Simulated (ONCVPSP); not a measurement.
LDA (Perdew-Wang 92) ONCV dataset for Ge (Z = 32), scalar-relativistic all-electron reference.

germanium (Ge), optimised norm-conserving Vanderbilt (ONCV), made with ONCVPSP 4.0.1 (LDA (Perdew-Wang 92), scalar-relativistic). Core [Ar] 3d10, reference 4s2 4p1 (charge +1). Waves: 4s: rc 1.70 bohr, ncon 4, nbas 8, qcut 3 1/bohr, 2 projectors, debl 1.9 Ha; 4p: rc 1.70 bohr, ncon 3, nbas 6, qcut 4.9 1/bohr, 1 projector. Local part: polynomial inside 1.30 bohr (lpopt 4, dvloc0 0 Ha). Core correction: polynomial model core, fcfact 0.6.

- Cutoffs needed: 46 Ha and 59 Ha (the cutoffs (Ha) at which the residual kinetic energy of the hardest occupied pseudo-wave falls to 1 and 0.1 mHa per electron)
- Ghost test: no bound ghost flagged; GHOST(+) flagged for s at 117.4 eV
- Largest excitation error: -196 meV (all-electron minus pseudo) for 4s1 4p0, out of 4 test configurations
- rms error of d²Exc/dni dnj: 8.47 mHa without and 0.39 mHa with the model core
